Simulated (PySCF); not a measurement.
# RuSCl2, quintet: structure and spectrum

Computed with UPBE0/[Ru def2-SVP with ECP28, S def2-SVP, Cl def2-SVP], scalar-relativistic core potentials, density fitting, no spin–orbit coupling, PySCF.

The structure is a minimum.

Z-matrix (Å, degrees; charge 0 multiplicity 5):
```
Ru
S  1 2.1012
Cl 1 2.2534 2 102.67
Cl 1 2.2534 2 102.67 3 180.00
```

```
Point group                                                                   : C2v
Bond lengths                                                                  : Ru–Cl 2.253 Å (×2), Ru–S 2.101 Å
Bond angles                                                                   : Cl–Ru–Cl 154.7°, Cl–Ru–S 102.7° (×2)
Highest occupied level (α)                                                    : -7.37 eV
Spin squared ⟨S²⟩                                                             : 6.021
Principal polarisabilities                                                    : 38.7, 81.8, 95.5 bohr³
Heat capacity Cp at 298.15 K                                                  : 75.1 J/(mol K)
Enthalpy at 298.15 K above 0 K                                                : 17.80 kJ/mol
Dipole moment                                                                 : 0.26 D
Zero-point energy                                                             : 9.8 kJ/mol
Rotational constants                                                          : 0.1102, 0.04987, 0.03433 cm⁻¹
Principal quadrupole moments (Buckingham, traceless) about the centre of mass : -8.30, 3.15, 5.15 D Å
Rotational symmetry number                                                    : 2
Entropy at 298.15 K and 1 bar (electronic part: spin only)                    : 355.1 J/(mol K)
Lowest empty level (β)                                                        : -4.64 eV
Atomisation energy without zero-point energy                                  : 1007 kJ/mol
```

Harmonic modes (masses in u: Ru 101.904, S 31.972, Cl 34.969):
```csv
symmetry,ω (cm⁻¹),IR (km/mol),type
b1,77,7.2,bend
a1,124,0.5,bend
b2,125,0.5,bend
a1,362,7.6,stretch
b2,427,102,stretch
a1,516,3.3,stretch
```

In C2v the vibrations span b1 + 3a1 + 2b2. Here b1 is antisymmetric to the molecular plane and b2 lies in it.

Charges (e):
```json
{"atom": "Ru1", "Mulliken": "0.31", "Löwdin": "-0.63", "polar tensor": "1.06", "spin (Mulliken)": "2.61", "Mayer order to Ru1": "–"}
{"atom": "S2", "Mulliken": "0.06", "Löwdin": "0.38", "polar tensor": "-0.10", "spin (Mulliken)": "1.03", "Mayer order to Ru1": "1.95"}
{"atom": "Cl3,4", "Mulliken": "-0.18", "Löwdin": "0.12", "polar tensor": "-0.48", "spin (Mulliken)": "0.18", "Mayer order to Ru1": "1.14"}
```

Mulliken populations on Ru1 (electrons outside its core potential): s 2.47, p 6.56, d 6.65, f 0.01.

Formally Ru is in oxidation state +4, d4, with 4 unpaired electrons (the high-spin count). The Mulliken spin on Ru is 2.61. The polar-tensor charge on Ru, 1.06, is far below the formal one.

Other isomers or separated fragments may lie lower. Other spin states or occupations of the open shell can lie lower. At this level a triplet minimum of C2v symmetry lies 11 kJ/mol below this structure.

The final relaxation and frequency run took 65 s on 2 threads of a shared Arm Neoverse V2 host, with 85 basis functions and 12 gradients; the process peaked at 1.1 GiB. Launch command: `OMP_NUM_THREADS=2 python axn.py task.json out`.
